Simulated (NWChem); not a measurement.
# AlH, singlet; SMILES [AlH]

```xyz
2

Al     0.0000     0.0000     0.1423
H      0.0000     0.0000    -1.5249
```
Atoms are numbered in this order, from 1.

Program: NWChem. Low-valent species are run as closed-shell singlets; no triplet was tried in these runs. All runs use the structure optimised with PBE0/def2-SVP. GIAO values for the isolated, static molecule; σ is the absolute isotropic shielding.

### Question
Taking PBE0/pcSseg-3 as the yardstick, which of these has the fewest basis functions while keeping “σ H2 (ppm)” within 0.2 ppm of it: PBE0/pcSseg-1; PBE0/pcSseg-0; PBE0/pcSseg-2?

### Answer
PBE0/pcSseg-2.
| level | basis functions | σ H2 (ppm) | relative time (rough) |
|---|---|---|---|
| PBE0/pcSseg-0 | 15 | 20.85 | 1 |
| PBE0/pcSseg-1 | 29 | 22.34 | 1 |
| PBE0/pcSseg-2 | 57 | 22.62 | 4 |
| PBE0/pcSseg-3 | 109 | 22.78 | 30 |

The yardstick is one finite set, not the basis-set limit.
